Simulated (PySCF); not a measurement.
Si(F)2(Me)(SeH) (CH4F2SeSi), SMILES C[Si](F)(F)[SeH]. Geometry: PBE0-D3(BJ)/def2-SVP. The structure was generated by enumeration, and PubChem lists no compound with its InChIKey, so it may never have been made. One conformer was computed; it need not be the lowest.

Computed equilibrium geometry at PBE0-D3(BJ)/def2-SVP (PySCF confirms it by a frequency run) as a Z-matrix (one conformer of several):
```
Si
F 1 1.6153
F 1 1.6167 2 106.42
C 1 1.8448 2 110.70 3 117.62
H 4 1.0996 1 110.50 2 59.94
H 4 1.1004 5 108.38 1 -121.41
H 4 1.1011 5 108.91 6 -117.54
Se 1 2.2587 2 104.71 3 -117.33
H 8 1.4721 1 91.39 2 -178.62
```
